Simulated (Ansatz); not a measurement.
Geometry optimisation, RKS revPBE/def2-SVP (Ansatz 0.2.0).

The input (input.yaml):

```yaml
crystal:
  periodic: [false, false, false]
  atoms:
    - { symbol: C, position_ang: [-1.6368, -0.1636, -0.4708] }
    - { symbol: Si, position_ang: [-0.2502, -1.0467, 0.2624] }
    - { symbol: B, position_ang: [0.8464, 0.2043, 1.219] }
    - { symbol: S, position_ang: [2.7323, 0.4893, 0.6842] }
    - { symbol: S, position_ang: [2.0902, 2.0225, -0.6712] }
    - { symbol: H, position_ang: [-2.2767, 0.3756, 0.3236] }
    - { symbol: H, position_ang: [-1.2774, 0.663, -1.1702] }
    - { symbol: H, position_ang: [-2.2906, -0.8103, -1.0494] }
    - { symbol: H, position_ang: [0.0284, -0.13449, 0.45415] }
    - { symbol: H, position_ang: [-0.7426, -2.0755, 1.2064] }
    - { symbol: H, position_ang: [0.4263, 0.8153, 2.1615] }
    - { symbol: H, position_ang: [1.9165, 1.1264, -1.6924] }
basis:
  gaussian: { orbitals: def2-SVP }
hamiltonian:
  xc: revpbe
relax:
  f_tol: 0.02
  max_steps: 50
```

Run as:

```bash
$ ansatz run input.yaml --threads 2 --pin off --max-ram 3072MiB --backend cpu --events-out ev --progress --plain --runs-dir out
```

Task: Where does it end, and by what steps?

Result: The run converged. After 27 steps the energy has fallen by 11.011 eV; H9 moved furthest, 2.29 Å. The start is strongly strained (largest force component 32 eV/Å), so its close contacts needn't be bonds. Parted: B3–H9.

| step | energy less start (eV) | largest force component (eV/Å) | accepted |
| --- | --- | --- | --- |
| 0 | 0.0000 | 32.429 | yes |
| 1 | -5.3640 | 12.952 | yes |
| 2 | -7.6262 | 5.077 | yes |
| 3 | -8.5678 | 1.722 | yes |
| 4 | -9.0058 | 0.719 | yes |
| 5 | -9.3840 | 0.521 | yes |
| 6 | -9.6902 | 0.581 | yes |
| 7 | -9.9638 | 0.393 | yes |
| 8 | -10.1452 | 0.340 | yes |
| 9 | -10.2563 | 0.317 | yes |
| 10 | -10.3517 | 0.426 | yes |
| 11 | -10.3747 | 0.254 | yes |
| 12 | -10.3968 | 0.185 | yes |
| 13 | -10.4017 | 0.137 | yes |
| 14 | -10.4045 | 0.045 | yes |
| 15 | -10.4066 | 0.065 | yes |
| 16 | -10.4103 | 0.477 | yes |
| 17 | -10.4404 | 0.642 | yes |
| 18 | -10.5562 | 0.716 | yes |
| 19 | -10.7014 | 0.765 | yes |
| 20 | -10.8470 | 0.451 | yes |
| 21 | -10.9519 | 0.184 | yes |
| 22 | -10.9912 | 0.170 | yes |
| 23 | -11.0000 | 0.168 | yes |
| 24 | -11.0068 | 0.140 | yes |
| 25 | -11.0095 | 0.065 | yes |
| 26 | -11.0107 | 0.039 | yes |
| 27 | -11.0109 | 0.018 | yes |

```xyz
12
Properties=species:S:1:pos:R:3
C -1.588 0.030 -0.626
Si -0.755 -0.318 1.049
B 1.247 -0.055 1.258
S 2.545 0.723 0.341
S 1.718 1.673 -1.408
H -2.668 -0.221 -0.563
H -1.488 1.094 -0.917
H -1.136 -0.586 -1.431
H -1.392 0.539 2.124
H -1.027 -1.752 1.449
H 1.768 -0.501 2.272
H 2.342 0.839 -2.291
```

Whether the end is a true minimum wasn't checked by a vibrational analysis.

Time of the run: 53 s on 2 threads of Intel(R) Xeon(R) Platinum 8488C (Sapphire Rapids), on a shared host, peak memory 0.18 GiB.
